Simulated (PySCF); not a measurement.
These 3 structures share the formula C7H5FO2. Method used: PySCF, PBE0-D3(BJ)/def2-SVP geometry optimisation, gas phase. One conformer each; no zero-point energy, no entropy. No frequencies were run at this level. Point groups hold within 0.08 Å.

**Question.** Order them by energy at this level, lowest first, and give relative energies in kcal/mol.
A. `[O:1]=[C:2]([OH:3])[c:4]1[cH:5][cH:6][cH:7][cH:8][c:9]1[F:10]` with O1–C2–O3–H 0°, O1–C2–C4–C5 -1°
B. `[O:1]=[C:2]([OH:3])[c:4]1[cH:5][cH:6][c:7]([F:8])[cH:9][cH:10]1` with O1–C2–O3–H 0°, O1–C2–C4–C5 1°
C. `[CH2:1]=[CH:2][c:3]1[cH:4][c:5]([F:6])[o:7][c:8](=[O:9])[cH:10]1` with C1–C2–C3–C4 1°

**Answer.** B (0.0), A (3.4), C (36.9).

As drawn, the lowest has an O–H bond, which the highest lacks.

```json
{"SMILES": "O=C(O)c1ccc(F)cc1", "E (Eh)": "-519.13325", "E rel (kcal/mol)": "0.0", "dipole (D)": "1.42", "point group": "–", "A, B, C (MHz)": "3881, 776.8, 647.3"}
{"SMILES": "O=C(O)c1ccccc1F", "E (Eh)": "-519.12786", "E rel (kcal/mol)": "3.4", "dipole (D)": "1.69", "point group": "Cs", "A, B, C (MHz)": "2301, 1215, 795.3"}
{"SMILES": "C=Cc1cc(F)oc(=O)c1", "E (Eh)": "-519.07447", "E rel (kcal/mol)": "36.9", "dipole (D)": "4.85", "point group": "–", "A, B, C (MHz)": "1968, 1108, 708.7"}
```
